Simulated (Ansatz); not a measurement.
C13H15BF2N2⁺, that is BODIPY with one electron fewer. The state is a doublet with charge 1. Geometry PBE-D4/def2-SVP; atoms count from 1.

```
atom    x (Å)    y (Å)    z (Å)
  C1   0.5454   3.5180   1.7991
  C2  -0.0062   2.7986   0.6199
  C3  -0.6642   3.3009  -0.4843
  C4  -0.9985   2.1948  -1.3548
  C5  -1.7017   2.2345  -2.6504
  N6  -0.5570   1.0383  -0.7993
  C7   0.0552   1.3477   0.4050
  C8   0.6127   0.3523   1.2146
  C9   0.5655  -0.9908   0.8258
 C10   1.0801  -2.1799   1.5158
 C11   1.7852  -2.1773   2.8255
 C12   0.7644  -3.2416   0.6926
 C13   0.0761  -2.7245  -0.4702
 C14  -0.4545  -3.4742  -1.6239
 N15  -0.0296  -1.3758  -0.3651
 B16  -0.7107  -0.4100  -1.4164
 F17  -0.0325  -0.4782  -2.6205
 F18  -2.0526  -0.7252  -1.5384
 H19   0.0967   3.1471   2.7449
 H20   1.6430   3.3692   1.8840
 H21   0.3530   4.6041   1.7319
 H22  -0.9058   4.3497  -0.6931
 H23  -2.6014   1.5825  -2.6105
 H24  -1.0596   1.7861  -3.4398
 H25  -1.9886   3.2613  -2.9334
 H26   1.0916   0.6277   2.1645
 H27   2.0680  -3.2011   3.1305
 H28   2.7102  -1.5638   2.7840
 H29   1.1480  -1.7443   3.6256
 H30   0.9834  -4.3022   0.8631
 H31  -0.2763  -4.5586  -1.5290
 H32  -1.5425  -3.2731  -1.7346
 H33   0.0029  -3.0923  -2.5628
```

Single mean-field runs in def2-TZVP are fitted with def2-universal-jkfit.

(1) Estimate the Mulliken populations of the heavy atoms from the PBE0/def2-TZVP orbitals of Ansatz.

(2) Where does the spin sit?

(3) And the Mayer bond orders between heavy atoms (over 0.3)?

Answers

(1) 
```
atom  charge (e)  spin (α − β)
  C1       -0.41          0.00
  C2        0.02         -0.01
  C3       -0.16          0.06
  C4        0.13          0.25
  C5       -0.41         -0.01
  N6        0.09         -0.10
  C7        0.24          0.39
  C8       -0.39         -0.25
  C9        0.24          0.39
 C10        0.02         -0.01
 C11       -0.41          0.00
 C12       -0.16          0.06
 C13        0.13          0.25
 C14       -0.41         -0.01
 N15        0.09         -0.10
 B16        0.24          0.00
 F17       -0.28          0.00
 F18       -0.28          0.00
```
Mulliken values depend strongly on the basis.

(2) Summed by element: C 1.11, N -0.19, B 0.00, F 0.00, H 0.09, of 1 unpaired in all. Largest on single atoms: C9 0.39, C7 0.39, C4 0.25.

(3) C1–C2 0.96 (1.49 Å); C2–C3 1.62 (1.38 Å); C2–C7 1.09 (1.47 Å); C3–C4 1.20 (1.45 Å); C4–C5 1.02 (1.47 Å); C4–N6 1.33 (1.36 Å); N6–C7 1.16 (1.39 Å); N6–B16 0.83 (1.58 Å); C7–C8 1.31 (1.40 Å); C8–C9 1.31 (1.40 Å); C9–C10 1.09 (1.47 Å); C9–N15 1.16 (1.39 Å); C10–C11 0.96 (1.49 Å); C10–C12 1.62 (1.38 Å); C12–C13 1.20 (1.45 Å); C13–C14 1.02 (1.47 Å); C13–N15 1.33 (1.36 Å); N15–B16 0.83 (1.58 Å); B16–F17 1.13 (1.38 Å); B16–F18 1.12 (1.38 Å).
